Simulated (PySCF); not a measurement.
SiHBr₃, SMILES [SiH](Br)(Br)Br.

The structure is a stationary point at B3LYP-D3(BJ)/def2-SVP.

Computed with r2SCAN/def2-TZVP run with PySCF.

Isolated molecule, no solvent.

Task: Estimate the frontier levels, gap, dipole moment and polarisability. (An estimate is asked for; the answer gives what the named calculation found.)

Result: 
```
Item                                                                                                            Value
---------------------------------------------------------------------------------------------  ----------------------
highest occupied level                                                                                       -7.67 eV
lowest empty level                                                                                           -1.90 eV
orbital gap                                                                                                   5.77 eV
dipole moment                                                                                                  0.68 D
quadrupole, principal values (traceless, Buckingham form, about the centre of nuclear charge)  -0.59, -0.59, 1.18 D·Å
mean static polarisability                                                                      82.6 bohr³ (12.24 Å³)
polarisability, principal values                                                               64.9, 91.5, 91.5 bohr³
```
